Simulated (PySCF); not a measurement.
**Calculated properties of `C[C@@H](CCl)CC#N`**

C5H8ClN.
Cartesian coordinates in Å at the GFN2-xTB level; atoms count from 1:
```
atom  x, y, z in Å
C1    -1.4909   -0.3617   -0.7075
C2    -0.0718    0.1269   -0.4342
C3    -0.0671    1.3647    0.4586
Cl4   -0.7993    1.0332    2.0537
C5     0.7696   -0.9973    0.1945
C6     2.1506   -0.6083    0.3101
N7     3.2420   -0.2766    0.3848
H8    -1.9703   -0.6682    0.2190
H9    -2.0833    0.4327   -1.1552
H10   -1.4785   -1.2070   -1.3914
H11    0.3940    0.4244   -1.3820
H12    0.9514    1.7054    0.6482
H13   -0.6491    2.1696    0.0101
H14    0.7142   -1.8986   -0.4215
H15    0.3840   -1.2312    1.1908
```

Structural features include: nitrile and C–Cl bond.

From GFN2-xTB geometry:

| Quantity | Value |
| --- | --- |
| Point group of the GFN2-xTB geometry | C1 |
| Rotational constants A, B, C of the GFN2-xTB geometry | 2.890, 1.502, 1.145 GHz |

From PBE0/def2-SVPD ground state and vertical TDDFT (core frozen in the response) (PySCF):

| Property | Result |
| --- | --- |
| Dipole moment | 3.98 D |
| HOMO energy | -8.75 eV |
| LUMO energy | 0.28 eV |
| HOMO–LUMO gap | 9.03 eV |
| Lowest singlet excitation | 7.42 eV (167 nm, f = 0.004) |
| Strongest line among the 6 lowest singlet transitions | S5 at 8.09 eV (153 nm, f = 0.018) |
| Lowest triplet excitation (Tamm–Dancoff) | 6.47 eV |
| Static isotropic polarisability | 75.9 au |
| Electronic spatial extent ⟨r²⟩ about the centre of nuclear charge | 1040 bohr² |

From PBE0/pcSseg-1 ground state and GIAO shieldings, non-relativistic (PySCF):

| Property | Result |
| --- | --- |
| Lowest Hirshfeld atomic charge | -0.23 e on N7 |
| Highest Hirshfeld atomic charge | +0.09 e on C6 |
| 13C chemical shifts (computed TMS as zero) by class | 123.4 (C6), 55.1 (C3), 38.1 (C2), 20.1 (C5), 19.5 (C1) ppm |
| 1H chemical shifts (computed TMS as zero) by class | 4.29 (H12), 3.62 (H13), 2.74 (H15), 2.05 (H11), 1.93 (H14), 1.14 (H8/H9/H10) ppm |
| Isotropic shieldings of nuclei other than C and H, by class | -33 (N7), 926 (Cl4) ppm |
| Mayer bond orders between heavy atoms | C1–C2 1.04, C2–C3 1.01, C3–Cl4 0.97, C2–C5 0.98, C5–C6 1.02, C6–N7 3.05 |

Monoisotopic mass from the formula: 117.0345 u.

The rotational constants make it an asymmetric top with κ = (2B − A − C)/(A − C) = -0.59, nearer the prolate limit (−1). S1 lies 1.61 eV below the HOMO–LUMO gap. The principal polarisabilities are 66.3, 75.1 and 86.4 au; their mean is the isotropic value. The 6 singlets span 7.42 to 8.23 eV, and their oscillator strengths add up to 0.04. A dipole of 3.98 D is allowed in C1, and pure rotational transitions are dipole-allowed. With B = h/(8π²I), that is 505.379 GHz u Å² over I, the principal moments of inertia are 174.9, 336.4 and 441.5 u Å² (most abundant isotopes); the inertial defect Ic − Ia − Ib is -69.8 u Å² (zero for a rigid planar frame, negative otherwise). No computed singlet falls in the visible range (750 to 380 nm, 1.65 to 3.26 eV); S1 lies 4.16 eV above its blue end. The dipole equals about 13.3 × 10⁻³⁰ C·m (1 D = 3.33564 × 10⁻³⁰ C·m).

Isolated species at its GFN2-xTB geometry (one conformer only). NMR classes are plain means over equivalent atoms (diastereotopic ones count apart unless rotation or inversion swaps them), as if these changed places fast; in this geometry the members of some classes differ.
